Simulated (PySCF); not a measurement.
Ligands exchanged one at a time, B SiH3-H. Isolated molecules, 0 K electronic values unless said otherwise. Strings in code marks are SMILES.

Computed with B3LYP-D3(BJ)/def2-TZVP (PySCF). All candidates: neutral, multiplicity 1. B3LYP has the VWN-RPA correlation part, as in Gaussian. Delta-SCF ions had no search for a lower state. 

The vertical ionisation energy (Delta-SCF) is 13.17 eV and the dipole moment is 0.00 D. The LUMO is -2.22 eV.

Task: Identify which member has these values.
A. `[SiH3]B[SiH3]`
B. `B`
C. `B[SiH3]`

Result: B, `B`. The others give `B[SiH3]`: 10.82 eV, 0.37 D, -2.67 eV; `[SiH3]B[SiH3]`: 9.94 eV, 0.40 D, -3.00 eV
